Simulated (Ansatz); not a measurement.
# Worked example: the step energy

An elementary step of AlH2Cl3, closed shell (AlHCl₂ ([Cl][AlH][Cl]) + HCl → AlCl₃ ([Cl][Al]([Cl])[Cl]) + H₂; Al–H, H–Cl broken or loosened, Al–Cl, H–H formed or tightened). “Start” and “end” are the PBE0-D4/def2-TZVP structures reached by relaxing down either side of its saddle point, with the molecules still in contact.

Computed with Ansatz 0.2.0 (basis: def2-TZVPP and def2-QZVPP); correlated methods freeze the cores.

Energies in eV:

| quantity | end | start |
| --- | --- | --- |
| Hartree–Fock, triple zeta (X = 3) | -44132.11184 | -44130.95604 |
| Hartree–Fock, quadruple zeta (X = 4) | -44133.35586 | -44132.19615 |
| MP2 correlation, X = 3 | -18.04568 | -17.98081 |
| MP2 correlation, X = 4 | -19.89459 | -19.79923 |
| CCSD(T) correlation, X = 3 | -20.33834 | -20.35266 |

Question: Work out the step energy at the basis limit: extrapolate Hartree–Fock as E(X) = E∞ + A exp(−7.88 √X) and the MP2 correlation as E(X) = E∞ + B X^−2.97 (the exponents that Neese and Valeev fitted for def2-TZVPP and QZVPP), then add CCSD(T) − MP2 in triple zeta.

Answer: Each step is linear, so take the differences first (end − start): Hartree–Fock -1.15580 (X = 3) and -1.15971 (X = 4); MP2 correlation -0.06487 and -0.09536; CCSD(T) correlation 0.01432.
Two points give E∞ = E(4) + w [E(4) − E(3)], with w = 1/(exp(7.88 (2 − √3)) − 1) = 0.1377 for Hartree–Fock and w = 1/((4/3)^2.97 − 1) = 0.7407 for the correlation.
Hartree–Fock: -1.15971 + 0.1377 × (-0.00391) = -1.1602 eV.
MP2 correlation: -0.09536 + 0.7407 × (-0.03049) = -0.1179 eV.
CCSD(T) − MP2: 0.01432 − (-0.06487) = 0.0792 eV.
Sum: -1.1602 + (-0.1179) + 0.0792 = -1.1989 eV, or -27.65 kcal/mol. Plain CCSD(T) in triple zeta gives -1.1415 eV, so the larger basis shifts the result by -0.0574 eV.

No T1 diagnostic of these runs exceeds 0.009.

Labels in which every atom is bracketed show which atoms are joined, not bond orders.

For scale, one of the runs: CCSD(T)/def2-TZVPP, 196 basis functions (an equivalent command: `ansatz run in.yaml --threads 4`). Hardware: 4 CPU threads, shared host. Wall time 59 s; peak host memory 2 GiB.
